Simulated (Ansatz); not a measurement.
A made-up structure of SiHBrO, singlet:

O1  (-3.320, 1.725, -0.345)
Si2  (0.151, -0.125, 0.084)
Br3  (-1.671, 0.888, -0.548)
H4  (1.301, 0.558, -0.540)
(Å)

It is relaxed with PBE-D4/def2-SVP and then PBE0-D4/def2-TZVP (Ansatz 0.2.0). Atoms count as bonded within 1.22 times the sum of their covalent radii (H–H: 0.88 Å). The end point is not checked to be a true minimum.

(1) Does its bonding change? (Judge from chemistry; the calculation decides.)

## Answers

(1) Computed: No: no bond forms or breaks.

Where it ends: The first stage lowers the energy by 1.75 eV in 9 steps. It ends as SiHBrO ([O][Br][SiH]):
```xyz
4
angstrom
O -3.0147 1.2799 -0.2338
Si -0.0958 -0.1642 0.2246
Br -1.4091 1.3993 -0.7292
H 0.9796 0.5310 -0.6104
```

Labels in which every atom is bracketed show which atoms are joined, not bond orders.

For scale, one of the runs: PBE0-D4/def2-TZVP relaxation, 122 basis functions, launched by `ansatz run in.yaml --threads 2 --pin off --events-out ev --progress --plain --max-ram 4352MiB`. The run took about 18 s on 2 CPU threads of an Arm Neoverse V2 (shared host).
